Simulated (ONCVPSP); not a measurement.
Configuration tests for caesium (ONCV)

caesium, optimised norm-conserving Vanderbilt (ONCV), made with ONCVPSP 4.0.1 (PBE, scalar-relativistic). Core [Kr] 4d10, reference 5s2 5p6 6s1. Waves: 5s+6s: rc 3.05 bohr, ncon 4, nbas 7, qcut 4.5 1/bohr, 3 projectors, debl 1.5 Ha; 5p: rc 2.25 bohr, ncon 4, nbas 7, qcut 4.1 1/bohr, 2 projectors, debl 0.7 Ha; d scattering state at 0.1 Ha: rc 2.50 bohr, ncon 4, nbas 8, qcut 3.8 1/bohr, 2 projectors, debl 3.6 Ha. Local part: polynomial inside 1.45 bohr (lpopt 5, dvloc0 3 Ha). Core correction: Teter function, fcfact 2.25, rcfact 1.05.

In the d channel the program set the typed energies aside and used 0.050, 3.650 Ha.

Energies are relative to the spin-unpolarised reference configuration 5s2 5p6 6s1; without spin polarisation the order of configurations can differ from experiment.

```json
{"valence configuration": "5s2 5p6 6s0", "charge": "+1", "ΔE all-electron (eV)": "3.863", "error AE − PS (meV)": "-0.3"}
{"valence configuration": "5s2 5p6 6s0.5", "charge": "+0.5", "ΔE all-electron (eV)": "1.471", "error AE − PS (meV)": "-0.1"}
{"valence configuration": "5s2 5p6 6s0 6p1", "charge": "0", "ΔE all-electron (eV)": "1.371", "error AE − PS (meV)": "-0.1"}
{"valence configuration": "5s1 5p6 6s1", "charge": "+1", "ΔE all-electron (eV)": "31.683", "error AE − PS (meV)": "-165"}
```

Note: no bound ghost flagged; GHOST(+) flagged for s at 89.8 eV.
